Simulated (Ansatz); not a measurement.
A nudged elastic band was laid between two geometries of C₂H₄BF (8 atoms, charge 0, multiplicity 1).

The calculation used RKS B3LYP/def2-SVP (Ansatz 0.2.0).

```yaml
movable_images: 9
climbing_image: yes
spring: 5.0 eV/Å²
optimiser: quadratic models (default)
start_path: through a guess of the saddle point
force_threshold: 0.05 eV/Å
iteration_limit: 60
end_points: relaxed
```

Image 0:

```xyz
8
Properties=species:S:1:pos:R:3
B -0.366 1.176 -0.437
C -0.124 -0.344 -0.326
C 0.514 -0.936 0.703
F -0.584 -1.132 -1.325
H -0.948 1.639 -1.382
H 0.042 1.885 0.446
H 0.660 -2.020 0.744
H 0.897 -0.325 1.521
```

Image 10:

```xyz
8
Properties=species:S:1:pos:R:3
B -0.366 1.176 -0.437
C -0.124 -0.344 -0.326
C 0.514 -0.935 0.703
F -0.582 -1.134 -1.324
H 0.040 1.886 0.446
H -0.946 1.642 -1.383
H 0.660 -2.019 0.740
H 0.896 -0.327 1.524
```

Q: What changes between the two ends?

A: No bond is made or broken. The dihedral H6–B1–C2–F4 goes from -180 to 0°. The two ends are copies of one structure, up to a mirror image or an exchange of like atoms.

Q: Give the energies along the band, and the barrier.

A: The run converged. The highest image is number 5 of 0 to 10, 0.43 eV above the ends, which have the same energy within 2 meV. A vibrational analysis at the climbing image gives one clearly imaginary mode, 358i cm⁻¹: a first-order saddle point.

```tsv
image	path coordinate (Å)	energy (eV)	dihedral H6–B1–C2–F4 (°)
0	0.00	0.00	-180
1	0.42	0.02	-166
2	0.83	0.10	-149
3	1.25	0.24	-129
4	1.66	0.37	-108
5	2.08	0.43	-88
6	2.50	0.37	-69
7	2.92	0.24	-51
8	3.34	0.10	-33
9	3.76	0.02	-16
10	4.18	0.00	0
```

Q: What is the geometry of the highest image?

A: 
```xyz
8
Properties=species:S:1:pos:R:3
B -0.335 1.213 -0.465
C 0.027 -0.305 -0.263
C 0.377 -1.018 0.804
F -0.068 -0.908 -1.485
H -1.481 1.580 -0.393
H 0.523 2.006 -0.761
H 0.593 -2.086 0.724
H 0.455 -0.538 1.783
```

Q: What are the harmonic wavenumbers there?

A: 358i, 210, 396, 434, 743, 822, 854, 889, 922, 1008, 1185, 1261, 1382, 1730, 2580, 2672, 3153, 3254 cm⁻¹.

The band took 8 iterations and of the order of 2.8 core-minutes.

The run took 2.8 min on 1 thread of Arm Neoverse V1, with other jobs on the host, peak memory 0.14 GiB.
